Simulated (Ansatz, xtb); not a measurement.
Two isomers of AlH8NSi2

Structure X: `[SiH3][NH][AlH][SiH3]`, a singlet. Structure Y: `[AlH2][N]([SiH3])[SiH3]`, a singlet. Both are isolated molecules in the gas phase, relaxed with PBE0-D4/def2-SVP; the shapes shown needn't be the lowest conformers.

X (Å):

```xyz
12

Al   -0.9882   -0.2249    1.7733
N     0.3138   -1.2998    1.1670
Si    1.1563   -1.2384   -0.3575
Si   -1.7255    1.5947    0.3044
H     0.5889   -0.0877   -1.1250
H     2.6293   -1.0267   -0.1892
H     0.9772   -2.4896   -1.1606
H     0.6128   -2.0525    1.7858
H    -1.5583   -0.5452    3.2227
H    -2.8116    2.4110    0.9367
H    -0.5954    2.5243   -0.0225
H    -2.2570    1.0664   -0.9942
```

Y (Å):

```tsv
atom	x (Å)	y (Å)	z (Å)
Al	-1.1203	-0.3683	0.0499
N	0.3018	0.7288	-0.1419
Si	1.8618	0.1163	-0.6719
Si	0.1786	2.4498	0.1937
H	-0.9215	-1.9055	-0.2769
H	-2.4884	0.2674	0.5340
H	2.9176	0.3862	0.3544
H	2.2908	0.7765	-1.9451
H	1.7599	-1.3563	-0.8942
H	-1.2151	2.7660	0.6250
H	0.5109	3.2562	-1.0230
H	1.1310	2.8525	1.2761
```

Energies in hartree; the thermal terms are from PBE0-D4/def2-SVP harmonic frequencies (ideal gas, rigid rotor, one conformer each, 298.15 K, 1 atm) and include the zero-point energy:

|  | X | Y |
| --- | --- | --- |
| E, CCSD(T)/def2-SVP | −879.151850 | −879.168041 |
| E, MP2/def2-SVP | −879.072644 | −879.091942 |
| E, MP2/def2-TZVPP | −879.542873 | −879.563518 |
| zero-point energy | 0.072962 | 0.070604 |
| H(298 K) − E | 0.082423 | 0.079792 |
| G(298 K) − E | 0.039671 | 0.038207 |

Problem. Correct the CCSD(T) difference for the basis set by the MP2 change, then work out ΔE, ΔE₀, ΔH and ΔG for X → Y in kcal/mol (1 Eh = 627.51 kcal/mol) and the equilibrium ratio [Y]/[X].

Solution. 1. Differences Y − X: CCSD(T) −0.016191, MP2 in the small set −0.019298, MP2 in the large set −0.020645 Eh.
2. ΔE = −0.016191 + (−0.020645 − (−0.019298)) = −0.017538 Eh = −11.01 kcal/mol.
3. ΔE₀ = ΔE + ΔZPE = −0.017538 + (−0.002358) Eh = −12.48 kcal/mol.
4. ΔH = ΔE + (−0.002631) Eh = −12.66 kcal/mol.
5. ΔG = ΔE + (−0.001464) Eh = −11.92 kcal/mol, so ΔS = (ΔH − ΔG)/T = −10.3 J/(mol K).
6. kT = 0.9442 mEh, so K = [Y]/[X] = exp(−ΔG/kT) = exp(+20.13) ≈ 5.5 × 10^8.

Structure Y is favoured at this temperature. An error of 1 kcal/mol in ΔG would change K by a factor of 5.4. Mirror images and further conformers aren't counted.

As drawn, Y has 1 N–Si, 1 Al–H in place of 1 Al–Si, 1 N–H.

Other levels gave ΔE = −6.2 (PBE0-D4/def2-SVP); −11.8 (HF/def2-SVP); −12.1 (MP2/def2-SVP); −10.2 (CCSD(T)/def2-SVP) kcal/mol. The correlated steps freeze 16 core orbitals. Programs: Ansatz 0.2.0.
